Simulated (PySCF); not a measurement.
An unknown is described by computed data only.

Elements present: C, H, N, O and Si. Monoisotopic mass: 90.0249 u.

- Polarisability: 57.8 au [CAM-B3LYP/def2-SVPD]
- Triplet: lowest triplet excitation (Tamm–Dancoff): 5.04 eV [TDA CAM-B3LYP/def2-SVPD]
- Rotational structure: rotational constants A, B, C: 6.947, 2.929, 2.326 GHz [PBE0-D3(BJ)/def2-SVP]
- XPS: Si2p3/2 107.4, C1s 293.9, N1s 404.8, N1s 405.4, O1s 537.3, Si1s 1847.4 eV [ΔSCF SCAN, pcX-2 on the ionised atom, pcseg-1 elsewhere, spin-free X2C, 2p3/2 from a spin–orbit splitting computed afterwards within the 2p shell]
- UV, first state: lowest singlet excitation: 5.52 eV (225 nm, f = 0.001) [TDDFT CAM-B3LYP/def2-SVPD]
- 13C NMR: chemical shifts (computed TMS as zero) by class: 177.1 (1 C) ppm [GIAO CAM-B3LYP/pcSseg-2]
- Valence photoelectron: vertical ionisation energy: 9.84 eV [ΔSCF CAM-B3LYP/def2-SVPD]

Electronic properties: PySCF, gas phase, density fitting. Levels stand in brackets. One conformer (not necessarily the lowest) at the PBE0-D3(BJ)/def2-SVP geometry, without solvent, vibrations or thermal averaging. NMR classes are plain means over equivalent atoms (diastereotopic ones count apart unless rotation or inversion swaps them), as if these changed places fast.

**Question.** Which formula fits the mass and the elements?

**Answer.** CH6N2OSi (calculated 90.0249). No other formula that holds each of these elements comes within 0.0003 u with a fitting electron parity and a possible valence count.

**Question.** Propose a structure and show how it fits.

**Answer.** Numbering: `[NH2:1][SiH2:2][NH:3][CH:4]=[O:5]`. Its formula, CH6N2OSi, gives 1 degree of unsaturation: 0 rings and 1 π bond in the structure found. The one carbon: amide carbonyl carbon [C4] (177.1 ppm). The core levels belong to: Si2p3/2 107.4 eV, SiH2 silicon [Si2]; C1s 293.9 eV, amide carbonyl carbon [C4]; N1s 404.8 eV, silicon-bound nitrogen [N1]; N1s 405.4 eV, amide nitrogen [N3]; O1s 537.3 eV, amide oxygen [O5]; Si1s 1847.4 eV, SiH2 silicon [Si2]. The first electron is taken from the HOMO, whose largest Löwdin shares are 0.37 on the silicon-bound nitrogen, 0.31 on the amide oxygen, 0.08 on the amide nitrogen and 0.07 on the amide carbonyl carbon. The optimised geometry has point group C1 and is an asymmetric top. Structure: `N[SiH2]NC=O`. Computed isomers that give other values at the same levels: `N[SiH2]C(N)=O` (13C chemical shifts (computed TMS as zero) by class: 193.2 (1 C) ppm). The assignments are read from this structure; whether some other isomer fits the data as well wasn't checked.

Conformer computed: `[NH2:1][SiH2:2][NH:3][CH:4]=[O:5]`: N1–Si2–N3–C4 60°, Si2–N3–C4–O5 -2°, H–N1–Si2–N3 -67°, H–N1–Si2–N3 71°.
